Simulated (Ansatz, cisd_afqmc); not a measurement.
Species: H3Se, charge 1, singlet. H3Se+ (SMILES [SeH3+]).
B3LYP-D3(BJ)/def2-TZVP minimum from Ansatz (a quantum-chemistry and plane-wave program):
```xyz
4

Se     0.0007     0.0265    -0.0607
H     -1.0764    -0.8681     0.4284
H      1.0678    -0.8666     0.4522
H     -0.0137     0.8349     1.1825
```
Charge +1, spin multiplicity 1.

Total energies in cc-pVDZ, 8 correlated electrons, 14 frozen orbitals. Open shells are spin-unrestricted; no spin-orbit coupling. Cores are frozen in correlated methods (noble-gas shells, and filled d and f shells in the p block). No relativity. AFQMC is phaseless with a CISD trial state; ± is one standard error, without the phaseless bias. Outlying blocks are dropped, and bars are widened where a walk drifts. Over all cases where full CI ran beside it in this data, AFQMC minus full CI had a median of +0.1 mEh and passed +0.4 mEh in a tenth of the cases.

| method | program | energy (Eh) | minus CCSDTQ (mEh) |
|---|---|---|---|
| HF | Ansatz | -2401.25018 | 161.42 |
| MP2 | Ansatz | -2401.38131 | 30.29 |
| CCSD | Ansatz | -2401.40749 | 4.11 |
| CCSD(T) | Ansatz | -2401.41091 | 0.69 |
| CCSDT(Q) | Ansatz | -2401.41158 | 0.02 |
| CCSDTQ | Ansatz | -2401.41160 | 0.00 |
| AFQMC/CISD | cisd_afqmc | -2401.4117 ± 0.0002 | -0.1 ± 0.2 |

Rough core times of Ansatz's runs on a shared machine: CCSD(T) under 20 s, CCSDT(Q) under 20 s, CCSDTQ 50 s.
